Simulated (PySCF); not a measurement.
Compound: C₇H₉O (doublet state).
Atom-mapped SMILES: `[CH2:1]=[CH:2][C:3]1[CH2:4][CH2:5][CH2:6][C:7]1=[O:8]` (hydrogens: H9, H10 on C1; H11 on C2; H12, H13 on C4; H14, H15 on C5; H16, H17 on C6)

Cartesian coordinates in Å at the GFN2-xTB level; atoms count from 1:
```xyz
17
C7H9O angstrom
C      2.558   -1.068   -0.584
C      1.698   -0.064   -0.876
C      0.440    0.131   -0.292
C     -0.214   -0.709    0.749
C     -1.689   -0.281    0.718
C     -1.664    1.162    0.219
C     -0.411    1.252   -0.638
O     -0.168    2.123   -1.454
H      2.325   -1.820    0.151
H      3.509   -1.150   -1.078
H      1.971    0.672   -1.623
H      0.227   -0.489    1.728
H     -0.084   -1.777    0.567
H     -2.233   -0.906    0.007
H     -2.167   -0.380    1.691
H     -2.551    1.449   -0.343
H     -1.553    1.865    1.048
```

The hyperfine couplings belong to this conformer and change with its torsions.

Computed, not measured: UKS B3LYP, pcH-1 on C H O, non-relativistic, mean-field spin-orbit, GIAO (PySCF 2.14.0). Isolated species at its GFN2-xTB geometry (one conformer only). The geometry wasn't refined by DFT: couplings that depend on bond lengths, twists or pyramidal angles can differ widely from those at the functional's own minimum. No stability test was run, so a lower SCF solution isn't excluded. ⟨S²⟩ is 0.776 where a pure state has 0.75.

Task: Match the computed a_iso(13C) values +50.0, +41.1, -39.9, -27.0, -19.4, +6.1, -3.5 MHz with the sites C1; C2; C3; C4; C5; C6; C7.

Result: 
| site | a_iso (MHz) | ρ(0) (bohr⁻³) | position | distance from C3 (Å) | spin population | largest \|T\| (MHz) |
| --- | --- | --- | --- | --- | --- | --- |
| C1 | +41.1 | +0.0365 | a main spin site | 2.45 | +0.52 | 76.6 |
| C2 | -39.9 | -0.0355 | 1 bond from C1 | 1.40 | -0.23 | 25.6 |
| C3 | +50.0 | +0.0445 | largest spin population | 0.00 | +0.59 | 92.4 |
| C4 | -19.4 | -0.0172 | 1 bond from C3 | 1.49 | -0.05 | 1.2 |
| C5 | +6.1 | +0.0055 | 2 bonds from C3 | 2.39 | +0.01 | 1.6 |
| C6 | -3.5 | -0.0032 | 2 bonds from C3 | 2.40 | 0.00 | 1.1 |
| C7 | -27.0 | -0.0241 | 1 bond from C3 | 1.45 | -0.07 | 6.7 |

ρ(0) is the spin density at the nucleus and T the dipolar tensor; entries for several nuclei are means. The largest Mulliken spin populations are on C3 (+0.59), C1 (+0.52), C2 (-0.23) and O8 (+0.20). Three atoms exceed +0.15. The angles at C3 add up to 360.0°, so it is planar. Main spin sites, with 60 % or more of the largest population: C1, C3; positions count bonds from the nearest.

Examples of negative spin density at the nucleus (bohr⁻³): C2 (-0.0355), C7 (-0.0241) and C4 (-0.0172).

Class means assume fast exchange of nuclei equivalent by connectivity; if that motion is slow, each nucleus keeps its own coupling. The 1H value of +63.6 MHz is a mean of couplings from 43.1 to 84.1 MHz in this one geometry, not an average over conformers.

C3, the radical centre as drawn in `C=C[C]1CCCC1=O`, holds a spin population of +0.59 out of 1.

On Intel Xeon at 2.60 GHz, one thread, no GPU, shared host with 128 logical CPUs at a one-minute load of 15, this took 76 s wall (grids of density and orbitals included) and 0.96 GiB of memory at its peak.
